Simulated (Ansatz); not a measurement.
Consider the redistribution: `C[SiH2][AsH2]` + `OCNBF` → `OC[SiH2][AsH2]` + `CNBF`.

Program: Ansatz. Geometries: PBE0-D4/def2-TZVP. ΔE: electronic, gas phase. CBS: MP2 limit from def2 TZ/QZ plus the TZ coupled-cluster correction, frozen cores. This one scheme is used for every species. For As outer-core shells are correlated without core-valence functions, which leaves a few kJ/mol of doubt a bond. Scalar relativity is left out up to krypton. One conformer a species, not always the lowest.

| level | ΔE (kJ/mol) |
| --- | --- |
| HF/def2-QZVPP | 47.8 |
| HF/CBS(def2) | 47.8 |

(1) What does CCSD(T)/CBS give? (Estimate.)

Largest T1 diagnostic among the species: 0.012.

Results:

(1) Ansatz gave: +44.8 kJ/mol. The listed levels differ from it by 3.0, 3.0 kJ/mol.
